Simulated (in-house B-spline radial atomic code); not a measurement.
## The lanthanide contraction in the 2+ ions

Computed with a B-spline radial code for spherical atoms: non-relativistic Hartree-Fock (point nucleus) and Dirac-Hartree-Fock (finite nucleus), averages of the listed configurations; Dirac values are occupation-weighted means over j unless j is named.

```csv
ion,configuration,<r>(5p) NR,<r>(5p) Dirac,<r>(4f) Dirac
La2+,[Xe] 5d1,1.82,1.795,-
Ce2+,[Xe] 4f2,?,?,?
Pr2+,[Xe] 4f3,1.801,1.765,1.082
Nd2+,[Xe] 4f4,1.767,1.729,1.03
Pm2+,[Xe] 4f5,1.736,1.695,0.9858
Sm2+,[Xe] 4f6,?,?,?
Eu2+,[Xe] 4f7,1.678,1.633,0.9144
Gd2+,[Xe] 4f7 5d1,1.605,1.563,0.8331
Tb2+,[Xe] 4f9,1.626,1.577,0.8576
Dy2+,[Xe] 4f10,1.602,1.55,0.8329
Ho2+,[Xe] 4f11,1.579,1.525,0.8103
Er2+,[Xe] 4f12,1.557,1.501,0.7894
Tm2+,[Xe] 4f13,1.536,1.478,0.7699
Yb2+,[Xe] 4f14,1.516,1.455,0.7518
Lu2+,[Xe] 4f14 6s1,1.44,1.388,0.6991
```

Radii in bohr.

Q: What are the radii for Sm2+?

A: 5p: 1.706 bohr without and 1.663 bohr with relativity; 4f: 0.9478 bohr.

Q: What are the radii for Ce2+?

A: 5p: 1.838 bohr without and 1.805 bohr with relativity; 4f: 1.147 bohr.

Q: How large is the contraction, and how much of it is relativistic?

A: From La2+ to Lu2+ the 5p radius shrinks by 0.380 bohr without relativity and 0.407 bohr with it, so relativity accounts for 7 % of the total. The main cause is that each added 4f electron screens the added nuclear charge incompletely. Kinks in the series come from changes of configuration (d or s electrons in place of f).
